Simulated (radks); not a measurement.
Values are calculated unless marked as measured or tabulated.
Species: Ir4+. Configuration: [Xe] 4f14 5d5.

Code: a radial shooting solver on a logarithmic mesh with Libxc functionals. Model: non-relativistic Kohn-Sham, r2SCAN, spin-polarised, spherical densities, point nucleus; open shells are filled with parallel spins first (spin-orbit coupling, left out, can overturn this in heavy ions); meta-GGA in the generalised Kohn-Sham scheme; relativity is left out, which matters for an element this heavy.

Energy parts (hartree):
part                       energy
total                 -16806.8959
kinetic                16802.8268
electron-nucleus      -39898.1313
Hartree                 6615.2549
exchange-correlation    -326.8463

Orbitals (lengths in bohr, moments of r in powers of bohr):
| orbital | occ. | eigenvalue (hartree) | <r^2> | <1/r> |
|---|---|---|---|---|
| 1s up | 1 | -2550.310 | 0.0005170 | 76.44 |
| 1s down | 1 | -2550.311 | 0.0005170 | 76.44 |
| 2s up | 1 | -425.5648 | 0.008061 | 17.98 |
| 2s down | 1 | -425.5400 | 0.008060 | 17.98 |
| 2p up | 3 | -408.5330 | 0.005955 | 18.00 |
| 2p down | 3 | -408.5152 | 0.005955 | 18.00 |
| 3s up | 1 | -100.3434 | 0.05007 | 6.957 |
| 3s down | 1 | -100.3400 | 0.05006 | 6.957 |
| 3p up | 3 | -92.37990 | 0.04622 | 6.901 |
| 3p down | 3 | -92.37509 | 0.04622 | 6.901 |
| 3d up | 5 | -77.56112 | 0.03579 | 6.820 |
| 3d down | 5 | -77.54740 | 0.03579 | 6.820 |
| 4s up | 1 | -22.41576 | 0.2422 | 3.023 |
| 4s down | 1 | -22.40312 | 0.2422 | 3.021 |
| 4p up | 3 | -18.99295 | 0.2498 | 2.930 |
| 4p down | 3 | -18.97851 | 0.2498 | 2.928 |
| 4d up | 5 | -12.73924 | 0.2670 | 2.738 |
| 4d down | 5 | -12.71982 | 0.2666 | 2.738 |
| 4f up | 7 | -4.47339 | 0.3314 | 2.361 |
| 4f down | 7 | -4.44472 | 0.3262 | 2.369 |
| 5s up | 1 | -4.72242 | 1.289 | 1.227 |
| 5s down | 1 | -4.56487 | 1.267 | 1.242 |
| 5p up | 3 | -3.65892 | 1.517 | 1.124 |
| 5p down | 3 | -3.48462 | 1.487 | 1.139 |
| 5d up | 5 | -1.97648 | 2.397 | 0.8854 |
| 5d down | 0 | -1.76811 | 2.384 | 0.8973 |

The highest occupied level is 5d up at -53.783 eV. Virial ratio -V/T = 2.00024. Summed over all electrons, <r^2> = 33.60 bohr^2, which gives a Langevin (diamagnetic) susceptibility term of -26.6 x 10^-6 cm^3/mol. The spin density at the nucleus is -4.810 e/bohr^3 (1s 0.010, 2s -0.741, 3s -0.348, 4s 1.409, 5s -5.140).
